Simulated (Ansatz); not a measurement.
A short molecular-dynamics run on C$_{3}$H$_{6}$BCl, SMILES `B/C=C/CCl`.

```yaml
crystal:
  periodic: [false, false, false]
  atoms:
    - {symbol: B, position_ang: [-0.873067, 1.385919, 1.414203]}
    - {symbol: C, position_ang: [-0.708538, 0.171915, 0.494327]}
    - {symbol: C, position_ang: [0.439324, -0.029665, -0.170067]}
    - {symbol: C, position_ang: [0.715000, -1.193477, -1.046916]}
    - {symbol: Cl, position_ang: [1.193361, -0.638672, -2.678985]}
    - {symbol: H, position_ang: [0.028030, 2.170551, 1.500112]}
    - {symbol: H, position_ang: [-1.871774, 1.565862, 2.047274]}
    - {symbol: H, position_ang: [-1.502742, -0.562209, 0.360807]}
    - {symbol: H, position_ang: [1.249796, 0.689672, -0.071482]}
    - {symbol: H, position_ang: [-0.157095, -1.835098, -1.160165]}
    - {symbol: H, position_ang: [1.553005, -1.781798, -0.668508]}
basis:
  gaussian: {orbitals: def2-SVP}
hamiltonian: {xc: {name: r2SCAN}, dispersion: d3bjatm}
md: {timestep: 0.5 fs, n_steps: 20, ensemble: nvt_langevin, temperature: 1500, initial_velocities: maxwell_boltzmann, friction: 0.01, seed: 36}
```

```sh
$ ansatz run in.yaml --threads 4 --pin off --events-out ev --progress --plain --max-ram 10444MiB
```

```
step  time (fs)  potential energy (eV)  kinetic (eV)  T (K)  conserved (eV)
   0        0.0            -16396.4909        1.9389   1364               –
   1        0.5            -16396.4533        1.8928   1331               –
   2        1.0            -16396.3522        1.7578   1236               –
   3        1.5            -16396.2090        1.7020   1197               –
   4        2.0            -16396.0493        1.6214   1140               –
   5        2.5            -16395.8991        1.4468   1018               –
   6        3.0            -16395.7838        1.3546    953               –
   7        3.5            -16395.7066        1.2492    879               –
   8        4.0            -16395.6512        1.2152    855               –
   9        4.5            -16395.6029        1.0898    766               –
  10        5.0            -16395.5584        0.9849    693               –
  11        5.5            -16395.5138        0.9193    647               –
  12        6.0            -16395.4682        0.9160    644               –
  13        6.5            -16395.4163        1.0188    716               –
  14        7.0            -16395.3484        1.0668    750               –
  15        7.5            -16395.2640        0.9746    685               –
  16        8.0            -16395.1879        0.9930    698               –
  17        8.5            -16395.1431        0.9936    699               –
  18        9.0            -16395.1558        1.0209    718               –
  19        9.5            -16395.2280        1.0405    732               –
  20       10.0            -16395.3331        1.1198    788               –
```

Velocities are drawn at the set temperature; a run this short doesn't reach equilibrium.

Frames (Å, forces in eV/Å):

```xyz
11
time=0.0 fs
B    -0.873    1.386    1.414   -0.039   -0.032   -0.007
C    -0.709    0.172    0.494   -0.367    0.223    0.316
C     0.439   -0.030   -0.170    0.312   -0.267   -0.299
C     0.715   -1.193   -1.047   -0.016    0.140    0.085
Cl    1.193   -0.639   -2.679    0.126    0.141   -0.390
H     0.028    2.171    1.500    0.220    0.194    0.022
H    -1.872    1.566    2.047   -0.246    0.044    0.159
H    -1.503   -0.562    0.361   -0.250   -0.238   -0.041
H     1.250    0.690   -0.071    0.293    0.242    0.015
H    -0.157   -1.835   -1.160   -0.277   -0.237   -0.005
H     1.553   -1.782   -0.669    0.246   -0.209    0.147
11
time=0.5 fs
B    -0.879    1.384    1.418   -0.065   -0.320   -0.120
C    -0.712    0.164    0.489    0.082    1.166    0.642
C     0.434   -0.031   -0.171    1.145    0.130   -0.341
C     0.720   -1.190   -1.047   -0.209   -0.515    0.114
Cl    1.197   -0.636   -2.679    0.114    0.147   -0.385
H    -0.001    2.174    1.533    0.498    0.303   -0.070
H    -1.858    1.575    2.067   -0.469   -0.041    0.189
H    -1.492   -0.545    0.340   -0.942   -0.895   -0.105
H     1.255    0.702   -0.087   -0.124   -0.088    0.059
H    -0.176   -1.822   -1.150    0.097   -0.058   -0.057
H     1.556   -1.817   -0.682   -0.127    0.172    0.074
11
time=1.0 fs
B    -0.886    1.381    1.422   -0.088   -0.521   -0.175
C    -0.716    0.157    0.483    0.528    2.087    0.997
C     0.429   -0.032   -0.173    1.959    0.507   -0.384
C     0.726   -1.187   -1.047   -0.412   -1.106    0.114
Cl    1.200   -0.635   -2.679    0.107    0.160   -0.387
H    -0.026    2.179    1.567    0.692    0.343   -0.166
H    -1.847    1.586    2.087   -0.613   -0.139    0.169
H    -1.481   -0.531    0.317   -1.637   -1.529   -0.197
H     1.262    0.713   -0.100   -0.520   -0.399    0.110
H    -0.195   -1.805   -1.142    0.437    0.065   -0.111
H     1.559   -1.851   -0.696   -0.453    0.531    0.031
11
time=1.5 fs
B    -0.892    1.380    1.427   -0.055   -0.679   -0.222
C    -0.719    0.149    0.477    0.803    2.858    1.358
C     0.424   -0.032   -0.174    2.754    0.821   -0.459
C     0.731   -1.183   -1.048   -0.616   -1.601    0.117
Cl    1.202   -0.633   -2.679    0.102    0.174   -0.395
H    -0.047    2.184    1.603    0.823    0.334   -0.268
H    -1.836    1.598    2.107   -0.758   -0.232    0.148
H    -1.475   -0.523    0.293   -2.170   -2.000   -0.286
H     1.270    0.725   -0.111   -0.894   -0.686    0.164
H    -0.214   -1.788   -1.133    0.750    0.145   -0.169
H     1.561   -1.882   -0.711   -0.741    0.865    0.012
11
time=2.0 fs
B    -0.899    1.377    1.432    0.017   -0.793   -0.268
C    -0.722    0.142    0.472    0.822    3.388    1.683
C     0.420   -0.032   -0.175    3.465    1.036   -0.559
C     0.736   -1.181   -1.048   -0.787   -1.998    0.120
Cl    1.204   -0.631   -2.678    0.098    0.190   -0.409
H    -0.067    2.189    1.639    0.917    0.293   -0.372
H    -1.826    1.610    2.127   -0.903   -0.321    0.132
H    -1.474   -0.518    0.269   -2.440   -2.234   -0.337
H     1.278    0.736   -0.122   -1.200   -0.915    0.227
H    -0.232   -1.770   -1.125    1.011    0.177   -0.229
H     1.564   -1.913   -0.727   -0.998    1.177    0.013
11
time=2.5 fs
B    -0.906    1.375    1.437    0.065   -0.844   -0.275
C    -0.724    0.135    0.467    0.571    3.620    1.914
C     0.416   -0.032   -0.176    4.065    1.170   -0.666
C     0.740   -1.179   -1.049   -0.962   -2.309    0.104
Cl    1.206   -0.628   -2.678    0.097    0.207   -0.429
H    -0.086    2.193    1.675    0.982    0.228   -0.473
H    -1.821    1.621    2.143   -1.003   -0.412    0.093
H    -1.478   -0.518    0.244   -2.421   -2.212   -0.320
H     1.283    0.743   -0.134   -1.418   -1.063    0.301
H    -0.248   -1.752   -1.118    1.214    0.170   -0.293
H     1.564   -1.941   -0.744   -1.189    1.443    0.043
11
time=3.0 fs
B    -0.913    1.371    1.442    0.112   -0.816   -0.251
C    -0.727    0.129    0.463    0.013    3.483    1.990
C     0.412   -0.032   -0.177    4.534    1.235   -0.780
C     0.744   -1.178   -1.051   -1.145   -2.487    0.082
Cl    1.207   -0.626   -2.678    0.101    0.229   -0.457
H    -0.106    2.198    1.710    1.019    0.135   -0.572
H    -1.819    1.632    2.156   -1.083   -0.502    0.048
H    -1.488   -0.523    0.218   -2.056   -1.887   -0.192
H     1.284    0.748   -0.147   -1.539   -1.130    0.388
H    -0.260   -1.732   -1.113    1.335    0.111   -0.356
H     1.561   -1.966   -0.762   -1.293    1.630    0.102
11
time=3.5 fs
B    -0.920    1.367    1.446    0.157   -0.691   -0.169
C    -0.730    0.125    0.459   -0.674    3.086    1.893
C     0.409   -0.032   -0.179    4.775    1.250   -0.843
C     0.747   -1.177   -1.053   -1.314   -2.540    0.063
Cl    1.209   -0.624   -2.678    0.114    0.253   -0.496
H    -0.122    2.204    1.742    0.997   -0.011   -0.679
H    -1.820    1.643    2.169   -1.104   -0.599   -0.031
H    -1.502   -0.533    0.189   -1.456   -1.366    0.032
H     1.281    0.751   -0.161   -1.552   -1.124    0.476
H    -0.269   -1.711   -1.109    1.377    0.006   -0.418
H     1.555   -1.985   -0.778   -1.319    1.737    0.172
11
time=4.0 fs
B    -0.928    1.362    1.451    0.187   -0.514   -0.037
C    -0.733    0.122    0.455   -1.338    2.598    1.686
C     0.407   -0.032   -0.181    4.789    1.181   -0.839
C     0.751   -1.178   -1.055   -1.483   -2.503    0.040
Cl    1.210   -0.622   -2.677    0.130    0.273   -0.540
H    -0.135    2.208    1.773    0.929   -0.182   -0.787
H    -1.824    1.652    2.181   -1.064   -0.695   -0.143
H    -1.519   -0.545    0.160   -0.794   -0.798    0.302
H     1.272    0.750   -0.173   -1.439   -1.020    0.552
H    -0.275   -1.690   -1.105    1.373   -0.123   -0.483
H     1.547   -2.001   -0.793   -1.289    1.783    0.250
11
time=4.5 fs
B    -0.935    1.356    1.455    0.198   -0.311    0.117
C    -0.736    0.120    0.451   -1.939    2.110    1.431
C     0.407   -0.032   -0.184    4.659    1.019   -0.809
C     0.754   -1.179   -1.057   -1.618   -2.353    0.004
Cl    1.211   -0.621   -2.677    0.146    0.290   -0.584
H    -0.145    2.211    1.800    0.837   -0.356   -0.888
H    -1.832    1.658    2.192   -0.979   -0.787   -0.271
H    -1.538   -0.557    0.131   -0.156   -0.262    0.583
H     1.259    0.748   -0.183   -1.242   -0.852    0.612
H    -0.279   -1.670   -1.103    1.300   -0.269   -0.539
H     1.536   -2.015   -0.809   -1.206    1.772    0.344
11
time=5.0 fs
B    -0.943    1.350    1.459    0.159   -0.095    0.301
C    -0.739    0.118    0.448   -2.368    1.688    1.155
C     0.407   -0.031   -0.187    4.371    0.797   -0.736
C     0.757   -1.182   -1.058   -1.713   -2.111   -0.046
Cl    1.212   -0.619   -2.676    0.165    0.304   -0.629
H    -0.156    2.216    1.821    0.738   -0.520   -0.978
H    -1.842    1.661    2.205   -0.836   -0.883   -0.426
H    -1.555   -0.569    0.105    0.378    0.179    0.837
H     1.245    0.745   -0.191   -0.981   -0.639    0.654
H    -0.278   -1.652   -1.103    1.144   -0.419   -0.582
H     1.521   -2.026   -0.825   -1.056    1.699    0.449
11
time=5.5 fs
B    -0.950    1.344    1.463    0.110    0.109    0.471
C    -0.741    0.116    0.445   -2.635    1.333    0.879
C     0.408   -0.030   -0.189    3.941    0.524   -0.611
C     0.759   -1.185   -1.060   -1.836   -1.786   -0.110
Cl    1.213   -0.618   -2.676    0.184    0.313   -0.668
H    -0.164    2.219    1.839    0.639   -0.667   -1.053
H    -1.854    1.662    2.218   -0.679   -0.970   -0.578
H    -1.570   -0.579    0.080    0.789    0.523    1.056
H     1.228    0.741   -0.194   -0.646   -0.375    0.670
H    -0.277   -1.637   -1.103    0.975   -0.552   -0.619
H     1.505   -2.034   -0.839   -0.842    1.548    0.562
11
time=6.0 fs
B    -0.957    1.337    1.467    0.083    0.297    0.611
C    -0.744    0.116    0.442   -2.767    1.026    0.611
C     0.410   -0.029   -0.192    3.362    0.159   -0.446
C     0.761   -1.188   -1.061   -2.029   -1.371   -0.192
Cl    1.214   -0.617   -2.675    0.202    0.318   -0.702
H    -0.170    2.221    1.855    0.523   -0.809   -1.115
H    -1.868    1.660    2.229   -0.524   -1.037   -0.710
H    -1.584   -0.589    0.059    1.109    0.796    1.236
H     1.211    0.736   -0.192   -0.222   -0.031    0.666
H    -0.275   -1.623   -1.105    0.823   -0.659   -0.646
H     1.487   -2.039   -0.853   -0.561    1.309    0.688
11
time=6.5 fs
B    -0.966    1.331    1.472    0.075    0.446    0.734
C    -0.747    0.116    0.439   -2.786    0.770    0.358
C     0.414   -0.028   -0.194    2.546   -0.353   -0.251
C     0.763   -1.192   -1.061   -2.191   -0.862   -0.285
Cl    1.216   -0.615   -2.674    0.221    0.323   -0.738
H    -0.173    2.220    1.871    0.400   -0.929   -1.167
H    -1.884    1.655    2.241   -0.365   -1.086   -0.838
H    -1.596   -0.598    0.042    1.364    1.010    1.373
H     1.191    0.729   -0.188    0.354    0.460    0.658
H    -0.270   -1.612   -1.107    0.600   -0.768   -0.666
H     1.468   -2.042   -0.867   -0.218    0.990    0.824
11
time=7.0 fs
B    -0.975    1.325    1.478    0.079    0.542    0.830
C    -0.750    0.116    0.437   -2.690    0.562    0.103
C     0.418   -0.027   -0.198    1.484   -1.024   -0.023
C     0.765   -1.196   -1.062   -2.287   -0.199   -0.394
Cl    1.217   -0.614   -2.674    0.243    0.325   -0.778
H    -0.176    2.214    1.886    0.287   -1.012   -1.202
H    -1.901    1.647    2.253   -0.219   -1.115   -0.953
H    -1.606   -0.604    0.028    1.548    1.157    1.474
H     1.168    0.723   -0.184    1.096    1.111    0.650
H    -0.262   -1.600   -1.112    0.254   -0.906   -0.679
H     1.447   -2.041   -0.879    0.204    0.559    0.972
11
time=7.5 fs
B    -0.984    1.319    1.484    0.075    0.610    0.898
C    -0.754    0.117    0.435   -2.462    0.382   -0.156
C     0.422   -0.025   -0.201    0.339   -1.745    0.231
C     0.765   -1.200   -1.063   -2.348    0.572   -0.507
Cl    1.217   -0.612   -2.673    0.269    0.325   -0.819
H    -0.176    2.208    1.897    0.177   -1.071   -1.218
H    -1.918    1.634    2.264   -0.073   -1.125   -1.048
H    -1.613   -0.607    0.016    1.641    1.244    1.540
H     1.145    0.717   -0.176    1.871    1.811    0.644
H    -0.252   -1.591   -1.118   -0.169   -1.052   -0.690
H     1.426   -2.039   -0.891    0.680    0.049    1.123
11
time=8.0 fs
B    -0.992    1.313    1.490    0.090    0.651    0.921
C    -0.759    0.119    0.433   -2.101    0.254   -0.403
C     0.427   -0.023   -0.206   -0.689   -2.318    0.504
C     0.766   -1.204   -1.064   -2.339    1.289   -0.590
Cl    1.217   -0.610   -2.672    0.292    0.323   -0.863
H    -0.175    2.199    1.905    0.060   -1.117   -1.214
H    -1.937    1.619    2.271    0.058   -1.107   -1.109
H    -1.615   -0.607    0.008    1.641    1.255    1.563
H     1.127    0.716   -0.168    2.486    2.370    0.644
H    -0.242   -1.583   -1.123   -0.604   -1.184   -0.707
H     1.407   -2.039   -0.902    1.105   -0.416    1.254
11
time=8.5 fs
B    -1.002    1.307    1.497    0.145    0.635    0.876
C    -0.765    0.120    0.431   -1.675    0.194   -0.610
C     0.430   -0.022   -0.210   -1.436   -2.613    0.771
C     0.765   -1.207   -1.065   -2.303    1.955   -0.641
Cl    1.218   -0.609   -2.672    0.315    0.322   -0.911
H    -0.173    2.188    1.911   -0.051   -1.137   -1.190
H    -1.955    1.600    2.275    0.149   -1.063   -1.125
H    -1.616   -0.602    0.002    1.581    1.208    1.549
H     1.116    0.721   -0.158    2.803    2.637    0.640
H    -0.234   -1.577   -1.129   -1.011   -1.290   -0.725
H     1.388   -2.041   -0.912    1.485   -0.849    1.365
11
time=9.0 fs
B    -1.011    1.301    1.504    0.200    0.552    0.774
C    -0.771    0.121    0.429   -1.273    0.197   -0.736
C     0.434   -0.021   -0.213   -1.696   -2.458    1.023
C     0.765   -1.210   -1.068   -2.203    2.507   -0.645
Cl    1.218   -0.607   -2.671    0.335    0.315   -0.954
H    -0.171    2.173    1.914   -0.135   -1.113   -1.141
H    -1.973    1.579    2.279    0.220   -1.005   -1.119
H    -1.615   -0.596   -0.001    1.477    1.121    1.504
H     1.112    0.733   -0.146    2.681    2.431    0.599
H    -0.227   -1.573   -1.134   -1.378   -1.370   -0.746
H     1.372   -2.044   -0.919    1.773   -1.177    1.441
11
time=9.5 fs
B    -1.020    1.296    1.513    0.212    0.418    0.632
C    -0.776    0.123    0.427   -0.879    0.241   -0.795
C     0.437   -0.021   -0.217   -1.526   -1.847    1.297
C     0.763   -1.213   -1.071   -1.983    2.787   -0.604
Cl    1.219   -0.606   -2.671    0.353    0.300   -0.986
H    -0.170    2.157    1.914   -0.180   -1.046   -1.064
H    -1.992    1.556    2.281    0.297   -0.943   -1.108
H    -1.612   -0.589   -0.002    1.329    1.000    1.432
H     1.114    0.753   -0.134    2.169    1.780    0.501
H    -0.223   -1.571   -1.139   -1.668   -1.417   -0.762
H     1.360   -2.052   -0.923    1.876   -1.273    1.457
11
time=10.0 fs
B    -1.029    1.291    1.521    0.219    0.260    0.441
C    -0.781    0.124    0.424   -0.492    0.338   -0.775
C     0.438   -0.022   -0.220   -1.123   -1.017    1.574
C     0.761   -1.216   -1.074   -1.789    2.812   -0.548
Cl    1.219   -0.605   -2.671    0.373    0.278   -1.002
H    -0.171    2.140    1.910   -0.200   -0.957   -0.966
H    -2.011    1.533    2.282    0.357   -0.874   -1.073
H    -1.607   -0.580    0.000    1.130    0.833    1.322
H     1.123    0.777   -0.121    1.474    0.906    0.358
H    -0.223   -1.572   -1.146   -1.776   -1.401   -0.759
H     1.351   -2.063   -0.923    1.828   -1.178    1.428
```

It took 32 s on 4 threads of an Arm Neoverse V2 on a shared host, with 0.16 GiB of host memory at the peak.
